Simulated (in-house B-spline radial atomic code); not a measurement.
The numbers below are computed, except where a source is named.
# Correlation energy from the adiabatic connection: −Z exp(−kr)/r, Z = 4.64, k = 0.0513

Two electrons in a singlet, external potential −Z exp(−kr)/r, Z = 4.64, k = 0.0513 (atomic units). Full CI in B-splines (partial waves to l = 8, correlation up to 0.6 % small) with the density held fixed gives W(λ) = <V_ee>_λ − U, and E_c is the integral of W(λ) − W(0) from 0 to 1.

| λ | W(λ) − W(0) (hartree) |
| --- | --- |
| 0 | 0.00000 |
| 0.02 | -0.00187 |
| 0.05 | -0.00467 |
| 0.12 | -0.01115 |
| 0.25 | -0.02297 |
| 0.4 | -0.03630 |
| 0.6 | -0.05356 |
| 0.8 | -0.07027 |
| 1 | -0.08644 |

**Question.** Integrate the table by the trapezoid rule.

**Answer.** The strips give -0.00002, -0.00010, -0.00055, -0.00222, -0.00445, -0.00899, -0.01238, -0.01567, which sum to -0.04437 hartree. The direct value, W(1) − W(0) + T_c with T_c = 0.04203, is -0.04441; the curve is convex, so chords lie above it and the trapezoids fall short in size by 0.08 %.

**Question.** Now use only three numbers: W(0) = -2.6764, the initial slope W'(0) = -0.09387 (extrapolated from the first points) and the strong-coupling limit of the point-charge-plus-continuum model, W∞ = -3.8035. What do second-order theory and the interpolation W(λ) = W∞ + (W(0) − W∞)/√(1 + 2χλ) of Seidl, Perdew and Levy give?

**Answer.** Second order keeps the slope alone: E_c = W'(0)/2 = -0.04693, +6 % in size against -0.04441. Matching the slope fixes χ = W'(0)/(W∞ − W(0)) = -0.09387/(-1.12710) = 0.08328. Integrating, with s = √(1 + 2χ) = 1.080078, E_c = −(W(0) − W∞)(s − 1)/(s + 1) = −1.12710 × 0.080078/2.080078 = -0.04339 hartree, -2.3 % in size against the full result. At λ = 1 the formula gives W − W(0) = -0.08356 against -0.08644. Part of the miss can come from the model's W∞.
